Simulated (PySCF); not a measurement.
**GaAs: from constants to spectrum**

UHF-CCSD(T) constants of GaAs, ³Σ⁻ (triplet), unpaired electrons π ↑↑ (basis Ga def2-TZVPPD, As def2-TZVPPD; no relativity; PySCF 2.14; masses 68.9256 and 74.9216 u):

- ωe: 222.8 cm⁻¹
- ωexe: 0.641 cm⁻¹
- Be: 0.072547 cm⁻¹
- αe: 0.000295 cm⁻¹
- De to Ga + As: 1.86 eV

(1) What force constant and bond length do these constants imply?

(2) Estimate the centrifugal constant D from the Kratzer relation and find the Dunham coefficient a1.

Correlated steps freeze 18 core orbitals. Spin–orbit coupling is left out. The state is the lowest determinant that a PBE0 search found; another state may lie lower at other levels.

## Answers

(1) Reduced mass μred = 35.899 u; k = 5.8918×10⁻⁷·μred·ωe² (u, cm⁻¹, mdyn/Å) = 1.05 mdyn/Å; Re = √(16.8576/(μred·Be)) (u, cm⁻¹, Å) = 2.544 Å.

(2) D = 4Be³/ωe² = 3.08e-08 cm⁻¹; a1 = −1 − αeωe/(6Be²) = -3.08.
